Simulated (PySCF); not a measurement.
SSi, SMILES [Si]=S (connectivity only; charge and spin as stated), neutral, multiplicity 1. Atoms are numbered in the order given.

```xyz
2

Si     0.0000     0.0000    -1.0408
S      0.0000     0.0000     0.9107
```
Charge 0, spin multiplicity 1.

Geometry optimised at PBE-D3(BJ)/def2-TZVPD.

Method: PBE/def2-TZVPD in PySCF.

The molecule is in vacuum.

Task: Estimate the frontier levels, gap, dipole moment and polarisability. (An estimate is asked for; the answer gives what the named calculation found.)

Result: 
```json
{
  "highest_occupied_level": "-6.97 eV",
  "lowest_empty_level": "-3.20 eV",
  "orbital_gap": "3.77 eV",
  "dipole_moment": "0.334 e·Å",
  "quadrupole, principal values (traceless, Buckingham form, about the centre of nuclear charge)": "-0.35, 0.17, 0.17 D·Å",
  "mean_static_polarisability": "51.1 bohr³ (7.57 Å³)",
  "polarisability_principal_values": "42.1, 42.1, 69.0 bohr³"
}
```
